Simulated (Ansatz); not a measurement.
`[F][Sn]([F])([SH])[SH]` + CH₄ → `[CH3][Sn]([F])([F])[SH]` + H₂S at 600 K and 1 bar (formal exchange of groups at the Sn–S bond).

Gas-phase electronic energies from Ansatz, PBE0-D4/def2-TZVP geometries. CCSD(T)/CBS adds triple-zeta CCSD(T) − MP2 to the extrapolated MP2 energy (def2 sets, frozen cores). This one scheme is used for every species. Elements past krypton have def2 core potentials. For Sn outer-core shells are correlated without core-valence functions, which leaves a few kJ/mol of doubt a bond. One conformer a species, not always the lowest.

```json
{"species": "`[F][Sn]([F])([SH])[SH]`", "CCSD(T)/CBS energy (Eh)": "-1210.49079", "H − E (kJ/mol)": "122.5", "S (J/(mol·K))": "486.0"}
{"species": "CH₄", "CCSD(T)/CBS energy (Eh)": "-40.46206", "H − E (kJ/mol)": "140.4", "S (J/(mol·K))": "215.7"}
{"species": "`[CH3][Sn]([F])([F])[SH]`", "CCSD(T)/CBS energy (Eh)": "-851.95646", "H − E (kJ/mol)": "196.3", "S (J/(mol·K))": "500.8"}
{"species": "H₂S", "CCSD(T)/CBS energy (Eh)": "-398.97279", "H − E (kJ/mol)": "60.8", "S (J/(mol·K))": "230.9"}
```

H − E and S are ideal-gas, rigid-rotor, harmonic terms from PBE0-D4/def2-TZVP, for one conformer and one mirror image of each species. 1 Eh = 2625.50 kJ/mol, R = 8.31446 J/(mol·K).

Q: By hand: ΔE, ΔH, ΔS and ΔG.

A: ΔE = (-851.95646) + (-398.97279) − (-1210.49079) − (-40.46206) = 0.02360 Eh = 62.0 kJ/mol. Δ(H − E) = 196.3 + 60.8 − 122.5 − 140.4 = -5.8, so ΔH = 56.2 kJ/mol. ΔS = 500.8 + 230.9 − 486.0 − 215.7 = 30.0 J/(mol·K). ΔG = 56.2 − 600 × (30.0)/1000 = 38.2 kJ/mol.

Q: By hand: the equilibrium constant, and the temperature at which ΔG would vanish if ΔH and ΔS stayed fixed.

A: log₁₀ K = −ΔG/(RT ln 10) = -3.3. ΔG = 0 at ΔH/ΔS = 1873 K.

ΔH outweighs TΔS. A doubt of 5 kJ/mol in ΔE shifts log₁₀ K by 0.4 here. Other conformers and mirror images would add mixing entropy, several J/(mol·K) or more a flexible species. Modes under 60 cm⁻¹, often nearly free rotors, make the harmonic entropy too high. These are equilibria of isolated gas molecules and say nothing of rates. Largest T1 diagnostic: 0.014 (customary marks: 0.02 for closed shells, 0.045 for open ones).
